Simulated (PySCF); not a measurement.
Gas-phase reaction: 2 GeH3F + 5 GeH2 ⇌ 2 Ge3H8 + GeF2

Computed with PySCF and rigid-rotor harmonic-oscillator thermochemistry at 1 bar. † marks an energy on the PBE0/def2-TZVP geometry and frequencies; other levels use their own. MP2 and CCSD(T) freeze the core. 6-31G* has spherical d functions here. All species are closed-shell singlets. B3LYP is the form with VWN-RPA correlation. Ge: all electrons, no relativistic terms. GeH2: computed as isolated molecules; such fragments, hydroxides, amides, oligomers or adducts are transient or little studied in the gas. MP2 isn't extrapolated to the basis-set limit. CCSD(T) isn't extrapolated to the basis-set limit.

```tsv
level	ΔH°(298 K), kJ
B3LYP/6-31G*	-824
B3LYP/def2-TZVP†	-822
BLYP/def2-TZVP†	-778
CCSD(T)/def2-SVP†	-868
MP2/def2-TZVPP†	(withheld)
PBE0/def2-SVP†	-949
PBE0/def2-TZVP	(withheld)
r2SCAN/def2-TZVP†	(withheld)
LDA/def2-TZVP†	-1095
ωB97M-V/def2-TZVP†	(withheld)
```

Problem. What belongs in the gaps?

Solution. 
- MP2/def2-TZVPP†, ΔH°(298 K), kJ: -1004
- PBE0/def2-TZVP, ΔH°(298 K), kJ: -944
- r2SCAN/def2-TZVP†, ΔH°(298 K), kJ: -986
- ωB97M-V/def2-TZVP†, ΔH°(298 K), kJ: -888
